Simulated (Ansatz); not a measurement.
Molecule: C₂H₈ClSi₂, charge -1, multiplicity 1. It need not be the lowest isomer of its formula. Whether it binds its extra electron was not tested at this geometry. SMILES: [CH2-][SiH](C)[SiH2]Cl
Geometry from a B3LYP-D3(BJ)/def2-TZVP (Ansatz, a first-principles code) optimisation:
```
Si
C 1 1.7600
H 2 1.0888 1 118.63
H 2 1.0893 3 112.79 1 -145.46
H 1 1.5067 2 113.37 3 38.21
C 1 1.9019 5 108.00 2 -129.28
H 6 1.0930 1 110.05 5 70.39
H 6 1.0932 7 108.07 1 -119.79
H 6 1.0938 7 109.08 8 -116.92
Si 1 2.4387 5 97.17 2 128.44
H 10 1.4987 1 113.74 5 -75.25
H 10 1.5109 11 102.16 1 -135.09
Cl 10 2.1515 11 102.25 12 -104.52
```
Charge -1, spin multiplicity 1.

Parts of the frozen-core correlation energy in aug-cc-pV(T+d)Z (Ansatz, hartree). Frozen orbitals: 17; correlated occupied orbitals by spin: 16 and 16; virtual: 408 and 408. Spin-orbit coupling is left out. No relativistic terms.

```
term                             value
-------------------------  -----------
reference (HF)             -1117.86511
MP2 opposite-spin             -0.64969
MP2 same-spin                 -0.18004
CCSD correlation              -0.89645
(T)                           -0.04058
T1 diagnostic                    0.013
largest doubles amplitude        0.012
```
